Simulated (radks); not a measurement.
N2+, 5 electrons, occupied as [He] 2s2 2p1. All-electron calculation, non-relativistic Kohn-Sham, PBE, spin-polarised, spherical densities, point nucleus; open shells are filled with parallel spins first. Program: a radial shooting solver on a logarithmic mesh with Libxc functionals.

Unscreened Slater integrals over Kohn-Sham orbitals (eV). They are taken over the spin-up orbitals.

| integral | value |
|---|---|
| F0(2p,2p) | 22.068 |
| F2(2p,2p) | 10.289 |
| F0(2p,2s) | 21.495 |
| G1(2p,2s) | 13.133 |
| F0(2p,1s) | 30.820 |
| G1(2p,1s) | 3.7459 |
| F0(2s,2s) | 21.150 |
| F0(2s,1s) | 29.729 |
| G0(2s,1s) | 2.3870 |
| F0(1s,1s) | 111.67 |

Derived for the open shells (J is the average intra-shell exchange parameter used in DFT+U). 2p: J = F2/5 = 2.058 eV.
